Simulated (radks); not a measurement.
Computed order of ionisation of cerium. At each step one electron was removed from each of the four highest sub-shells of the ion before, moves of one valence electron (up to charge 6) and the configuration listed by NIST were tried, and the lowest configuration was kept. Calculated with a radial shooting solver on a logarithmic mesh with Libxc functionals: non-relativistic Kohn-Sham, PBE, spin-polarised, spherical densities, point nucleus. Open shells are filled with parallel spins first.

Ce: lowest configuration found [Xe] 4f2 6s2; NIST configuration [Xe] 4f1 5d1 6s2 lies 3.073 eV higher; margin to the next tried (eV) 0.311; IE (eV) 5.143; NIST IE (eV) 5.539; kind exp.
Ce+: lowest configuration found [Xe] 4f2 5d1; NIST configuration differs (not computed); margin to the next tried (eV) 0.005; IE (eV) 10.188; NIST IE (eV) 10.96; kind semi-emp.
Ce2+: lowest configuration found [Xe] 4f2; NIST configuration same; margin to the next tried (eV) 3.993; IE (eV) 23.968; NIST IE (eV) 20.197; kind semi-emp.
Ce3+: lowest configuration found [Xe] 4f1; NIST configuration same; margin to the next tried (eV) 10.347; IE (eV) 41.664; NIST IE (eV) 36.91; kind semi-emp.
Ce4+: lowest configuration found [Xe]; NIST configuration same; margin to the next tried (eV) 9.529; IE (eV) 65.854; NIST IE (eV) 65.6; kind semi-emp.
Ce5+: lowest configuration found [Kr] 4d10 5s2 5p5; NIST configuration same; margin to the next tried (eV) 15.755; IE (eV) 78.558; NIST IE (eV) 78; kind semi-emp.
Ce6+: lowest configuration found [Kr] 4d10 5s2 5p4; NIST configuration same; margin to the next tried (eV) 16.225; IE (eV) 91.467; NIST IE (eV) 91; kind theory
Ce7+: lowest configuration found [Kr] 4d10 5s2 5p3; NIST configuration same; margin to the next tried (eV) 16.707; IE (eV) 108.70; NIST IE (eV) 106; kind theory
Ce8+: lowest configuration found [Kr] 4d10 5s2 5p2; NIST configuration same; margin to the next tried (eV) 13.144; IE (eV) 122.76; NIST IE (eV) 125; kind theory
Ce9+: lowest configuration found [Kr] 4d10 5s2 5p1; NIST configuration same; margin to the next tried (eV) 14.642; IE (eV) 136.92; NIST IE (eV) 140; kind theory
Ce10+: lowest configuration found [Kr] 4d10 5s2; NIST configuration same; margin to the next tried (eV) 16.442; IE (eV) 169.69; NIST IE (eV) 172; kind theory
Ce11+: lowest configuration found [Kr] 4d10 5s1; NIST configuration same; margin to the next tried (eV) 104.91; IE (eV) 186.88; NIST IE (eV) 192.2; kind semi-emp.
Ce12+: lowest configuration found [Kr] 4d10; NIST configuration same; margin to the next tried (eV) 107.63; IE (eV) 315.37; NIST IE (eV) 312; kind theory
Ce13+: lowest configuration found [Kr] 4d9; NIST configuration same; margin to the next tried (eV) 93.362; IE (eV) 345.17; NIST IE (eV) 340; kind theory

Reference values: NIST Atomic Spectra Database (exp. = measured, semi-emp. = semi-empirical, theory = theoretical value adopted there). Relativity is left out here, which matters for elements this heavy. Open shells are spherical and high-spin; term and fine-structure splittings are not resolved. Tried without a valid solution: [Xe] 4f3 6s1.
